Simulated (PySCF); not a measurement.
A structure optimised at PBE-D3(BJ)/def2-SVP, used in a PySCF frequency run:

```xyz
11

C     -1.4976     1.8235     0.8612
C     -0.8919     0.8437     0.4426
C     -0.2021    -0.3270    -0.0193
N     -0.9770    -1.5006    -0.1505
C      1.0953    -0.2332    -0.3433
C      2.3484    -0.1230    -0.7273
H     -2.0221     2.6972     1.2211
H     -1.6579    -1.6115     0.6067
H     -0.4091    -2.3449    -0.2606
H      2.6230     0.0882    -1.7795
H      3.1918    -0.2295    -0.0178
```

**Question.** Write its SMILES and formula.

**Answer.** C#CC(N)=C=C, C5H5N

**Question.** What are its rotational constants (standard atomic weights)?

**Answer.** 5.7269, 2.6423, 1.8359 GHz
